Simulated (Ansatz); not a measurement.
`C=C(O)S[SiH3]` → `[SiH3]O/C=C\S`  (isomerisation)

Isolated molecules relaxed with PBE0-D4/def2-TZVP in Ansatz; ΔE leaves out vibrations. CCSD(T)/CBS adds triple-zeta CCSD(T) − MP2 to the extrapolated MP2 energy (def2 sets, frozen cores). DFT in def2-TZVPP. One conformer a species, not always the lowest.

CCSD(T)/CBS gives -24.2 kJ/mol.

Another level gave -13.8 kJ/mol. Which?
A. HF/def2-TZVPP
B. MP2/def2-TZVPP
C. PBE/def2-TZVPP
D. B2PLYP/def2-TZVPP

C. PBE -13.8, B2PLYP -30.9, MP2/def2-TZVPP -24.1, HF/def2-TZVPP -44.4 kJ/mol.

Largest T1 diagnostic among the species: 0.013.

The D4 term adds +4.6 kJ/mol with B3LYP and +2.3 kJ/mol with PBE0; it sums over pairs of atoms, weighted by their polarisabilities, and B3LYP, whose exchange is more repulsive, gets the larger term. From PBE to PBE0 (25 % exact exchange), in def2-TZVPP and without D4, ΔE moves by −3.0 kJ/mol.

CCSD(T)/CBS has its own doubt, a few kJ/mol and more with outer-core shells, so smaller differences from it don't rank the levels.

B3LYP here is the variant with VWN-RPA as its local correlation; programs differ in this.
